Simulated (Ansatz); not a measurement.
Molecule: methylhydroxycarbene, C2H4O, charge 0, multiplicity 1. SMILES: C[C]O
Geometry from a B3LYP-D3(BJ)/def2-TZVP (Ansatz, a first-principles code) optimisation:
```
C
H 1 1.0939
H 1 1.0939 2 105.68
H 1 1.1061 2 109.67 3 -118.15
C 1 1.4884 2 108.26 3 115.81
O 5 1.2997 1 112.65 2 122.94
H 6 0.9913 5 114.11 1 0.00
```
Charge 0, spin multiplicity 1.

**Question.** Give the harmonic wavenumbers at B3LYP-D3(BJ)/def2-TZVP (Ansatz, finite differences of forces, unscaled).

**Answer.** 146, 539, 748, 913, 982, 1064, 1328, 1354, 1371, 1430, 1468, 2896, 3063, 3085, 3291 cm⁻¹. Zero-point energy 33.8 kcal/mol.

**Question.** From these and the geometry, give the ideal-gas thermochemistry at 298.15 K and 1 atm (rigid rotor, harmonic oscillator).

**Answer.** Point group Cs, rotational symmetry number 1. Rotational constants 52.57, 10.64, 9.352 GHz. S(trans) 37.27, S(rot) 21.65, S(vib) 3.95, S(elec, spin only) 0.00, S 62.9 cal/(mol K). H(298) - H(0) 3.06 kcal/mol; G - E(el) 18.2 kcal/mol.
